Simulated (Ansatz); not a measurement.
`[NH2][GeH2][SiH](N)O` and `N[SiH](O)BO` differ in one atom or group.

Ansatz, PBE0-D4/def2-TZVP geometries, multiplicity 1. Each molecule was computed in one conformer, which needn't be the lowest.

Scalar relativity is left out up to krypton.

| property | `[NH2][GeH2][SiH](N)O` |
| --- | --- |
| HOMO–LUMO gap (ωB97M-V/def2-TZVPP) / eV | 11.12 |
| size of the dipole moment (B3LYP/def2-TZVPP) / D | 2.62 |
| HOMO energy (ωB97M-V/def2-TZVPP) / eV | -9.30 |
| LUMO energy (PBE0/def2-TZVPP) / eV | 0.27 |
| HOMO energy (PBE0/def2-TZVPP) / eV | -6.97 |
| HOMO–LUMO gap (B3LYP/def2-TZVPP) / eV | 6.73 |

Give the same properties after the change, and the shifts. (Best estimate.)

Computed: 
```
                                        property  `N[SiH](O)BO`  shift
         HOMO–LUMO gap (ωB97M-V/def2-TZVPP) / eV          10.52  -0.60
size of the dipole moment (B3LYP/def2-TZVPP) / D           2.84   0.22
           HOMO energy (ωB97M-V/def2-TZVPP) / eV          -9.58  -0.28
              LUMO energy (PBE0/def2-TZVPP) / eV          -0.98  -1.25
              HOMO energy (PBE0/def2-TZVPP) / eV          -7.32  -0.35
           HOMO–LUMO gap (B3LYP/def2-TZVPP) / eV           5.90  -0.83
```

With PBE0 the HOMO falls by 0.35 eV and the LUMO falls by 1.25 eV, so the gap narrows by about 0.90 eV. PBE moves the HOMO by -0.38 eV and ωB97M-V by -0.28 eV. Dipoles are sizes alone; their direction can turn.

B3LYP here is the variant with VWN-RPA as its local correlation; programs differ in this.
